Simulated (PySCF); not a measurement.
Work out the structure from these simulated measurements.

Formula: C6H12FGeN.

- NMR, other nuclei: isotropic shieldings of nuclei other than C and H, by class: 204 (1 N), 377 (1 F), 1284 (1 Ge) ppm [GIAO PBE0/pcSseg-1]
- Valence photoelectron: vertical ionisation energy: 8.86 eV [ΔSCF PBE0/def2-SVPD]
- Rotational structure: rotational constants A, B, C: 2.845, 0.535, 0.500 GHz [PBE0-D3(BJ)/def2-SVP]
- Dipole: 2.18 D [PBE0/def2-SVPD]
- Triplet: lowest triplet excitation (Tamm–Dancoff): 4.33 eV [TDA PBE0/def2-SVPD]
- UV, first state: lowest singlet excitation: 5.85 eV (212 nm, f = 0.072) [TDDFT PBE0/def2-SVPD]
- 13C NMR: chemical shifts (computed TMS as zero) by class: 150.2 (1 C), 122.3 (1 C), 52.2 (1 C), 1.7 (1 C), 1.4 (1 C), -2.7 (1 C) ppm [GIAO PBE0/pcSseg-1]
- XPS: C1s 290.2, C1s 290.4, C1s 290.5, C1s 290.7, C1s 290.7, C1s 291.6, N1s 404.2, F1s 690.4 eV [ΔSCF SCAN, pcX-2 on the ionised atom, pcseg-1 elsewhere, spin-free X2C]
- Polarisability: 109.2 au [PBE0/def2-SVPD]

Electronic properties: PySCF, gas phase, density fitting. Levels stand in brackets. The structure is a single PBE0-D3(BJ)/def2-SVP conformer in the gas phase; no vibrational or solvent corrections. Relativistic effects, spin–orbit coupling among them, are left out (core-ionisation runs apart) although an element past zinc is present. Each NMR value is the plain mean over a class of atoms that symmetry, rotation or inversion makes alike.

Question: What is the compound? Reason from the data.

Answer: Numbering: `[CH2:1]=[CH:2][CH2:3][NH:4][Ge@H:5]([F:6])[CH:7]1[CH2:8][CH2:9]1`. 6 carbons fall into 6 classes; from least to most shielded: alkene CH carbon [C2] (150.2 ppm), terminal =CH2 carbon [C1] (122.3 ppm), chain sp3 carbon bound to nitrogen [C3] (52.2 ppm), three-membered-ring carbon [C9] (1.7 ppm), three-membered-ring carbon [C8] (1.4 ppm), ring sp3 carbon bound to germanium [C7] (-2.7 ppm). The other shieldings belong to: 204 ppm, nitrogen bonded to C, Ge and H [N4]; 377 ppm, fluorine bonded to Ge [F6]; 1284 ppm, germanium bonded to C, F, N and H [Ge5]. The core levels belong to: C1s 290.2 eV, terminal =CH2 carbon [C1]; C1s 290.4 eV, sp3 carbon bound to germanium [C7]; C1s 290.5 eV, alkene CH carbon [C2]; C1s 290.7 eV, three-membered-ring carbon [C8]; C1s 290.7 eV, three-membered-ring carbon [C9]; C1s 291.6 eV, sp3 carbon bound to nitrogen [C3]; N1s 404.2 eV, nitrogen bonded to C, Ge and H [N4]; F1s 690.4 eV, fluorine bonded to Ge [F6]. No core level of Ge was computed. The hole state at 290.5 eV has ⟨S²⟩ = 0.82 against 0.75, so that value is less sure. The first electron is taken from the HOMO, whose largest Löwdin shares are 0.53 on the nitrogen bonded to C, Ge and H, 0.11 on the sp3 carbon bound to nitrogen, 0.08 on the alkene CH carbon and 0.06 on the terminal =CH2 carbon. The optimised geometry has point group C1 and is an asymmetric top. Structure: `C=CC[NH][Ge@H]([F])[CH]1CC1`. The assignments are read from this structure; whether some other isomer fits the data as well wasn't checked. The mirror image fits equally. NMR values of atoms bound to Ge lack the spin–orbit term that these neighbours bring.

The values belong to the conformer `[CH2:1]=[CH:2][CH2:3][NH:4][Ge@H:5]([F:6])[CH:7]1[CH2:8][CH2:9]1`: C1–C2–C3–N4 -124°, C2–C3–N4–Ge5 -147°, C3–N4–Ge5–F6 -74°, N4–Ge5–C7–C8 151°.
